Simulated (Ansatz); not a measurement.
(AgH)4 ring (Ag₄H₄). The state is a singlet with charge 0. Geometry PBE0-D4/def2-SVP.

```xyz
8

Ag   -0.835    0.741    1.580
H    -0.729    2.304    0.716
Ag    0.044    1.760   -0.803
H     0.810    0.938   -2.195
Ag    0.835   -0.741   -1.580
H     0.729   -2.304   -0.716
Ag   -0.044   -1.760    0.803
H    -0.809   -0.938    2.195
```

In the def2 sets Ag takes a core potential; there is no spin–orbit coupling. LC-ωPBE has ω = 0.4 bohr⁻¹.

Problem. Estimate the orbital energies around the gap (eV) in Ansatz with revPBE-D4/def2-TZVP, r2SCAN-D4/def2-TZVP, B97M-V/def2-TZVP, PBE0-D4/def2-SVP, LC-ωPBE/def2-TZVP.

Solution. 
```
orbital  revPBE-D4/def2-TZVP  r2SCAN-D4/def2-TZVP  B97M-V/def2-TZVP  PBE0-D4/def2-SVP  LC-ωPBE/def2-TZVP
HOMO−13                -8.21                -8.54             -8.60            -10.08             -12.81
HOMO−12                -7.66                -7.95             -8.02             -9.47             -12.10
HOMO−11                -7.61                -7.94             -8.02             -9.47             -12.10
HOMO−10                -7.61                -7.94             -7.98             -9.42             -12.06
 HOMO−9                -7.58                -7.91             -7.98             -9.41             -12.06
 HOMO−8                -7.58                -7.91             -7.96             -9.41             -12.06
 HOMO−7                -7.52                -7.83             -7.92             -9.36             -12.00
 HOMO−6                -7.49                -7.82             -7.91             -9.35             -11.95
 HOMO−5                -7.47                -7.79             -7.84             -9.26             -11.83
 HOMO−4                -7.16                -7.46             -7.55             -8.92             -11.48
 HOMO−3                -7.15                -7.40             -7.39             -8.46             -11.14
 HOMO−2                -6.98                -7.28             -7.31             -8.04             -10.72
 HOMO−1                -6.13                -6.36             -6.38             -7.28              -9.72
   HOMO                -6.13                -6.36             -6.38             -7.28              -9.72
   LUMO                -2.53                -2.37             -2.44             -1.68               0.34
 LUMO+1                -1.85                -1.72             -2.04             -1.25               0.40
 LUMO+2                -1.75                -1.58             -1.78             -1.13               0.55
 LUMO+3                -0.86                -0.59             -0.83             -0.08               1.71
 LUMO+4                -0.86                -0.59             -0.83             -0.08               1.71
 LUMO+5                -0.18                 0.11             -0.28              0.42               2.09
```
